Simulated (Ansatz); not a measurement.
Ansatz (a program for electronic structure) input (B97M-V/def2-TZVPD):

Ansatz 0.2 input:
```yaml
crystal:
  periodic: [false, false, false]
  atoms:
    - {symbol: Y, position_ang: [0.43108502, 0.38027413, 0.42859133]}
    - {symbol: Br, position_ang: [-0.41451380, 1.62204549, -1.69060094]}
    - {symbol: Br, position_ang: [-0.06583808, -2.04577952, 1.21302774]}
basis:
  gaussian:
    orbitals: def2-TZVPD
hamiltonian:
  xc: {name: B97M-V}
magnetization: {spin_polarized: true, initial_magnetization: 1}
output: {forces: true}
```

Output:

```
Functional definition: B97M-V
integrals: 0.11 GiB planned
1176 factors; their error is unknown
mean field: 1.06 GiB planned
mean field evaluation 1: about -141113.0813 eV, gradient 1.4e1 eV
mean field evaluation 2: about -141110.9529 eV, gradient 2.5e1 eV
mean field evaluation 4: about -141114.4772 eV, gradient 2.2e0 eV
mean field evaluation 8: about -141114.5109 eV, gradient 1.7e-2 eV
mean field evaluation 16: about -141114.5036 eV, gradient 1.2e-4 eV
mean field evaluation 32: about -141114.3301 eV, gradient 4.6e0 eV
mean field -141114.50357833 eV, -5185.8623556577 hartree, gradient 3.4e-5 eV, S^2 0.752605; 6 other end points of the search recorded, 0 dependent functions left out
the calculation of the forces begins
reference -141114.50366333 eV, -5185.8623587815 hartree; 41, 40 occupied and 113, 114 virtual orbitals, 1176 factors
Total energy: -141114.50366333 eV, -5185.8623587815 hartree
Atom 0 at     0.431085     0.380274     0.428591 Å, force    -0.038619    -0.034067    -0.038396 eV/Å
Atom 1 at    -0.414514     1.622045    -1.690601 Å, force     0.024142    -0.033802     0.059441 eV/Å
Atom 2 at    -0.065838    -2.045780     1.213028 Å, force     0.014477     0.067869    -0.021046 eV/Å
Dipole moment:     0.372284     0.328404     0.370130 e Å
```

The spin state was set by rule; other spins were not relaxed.
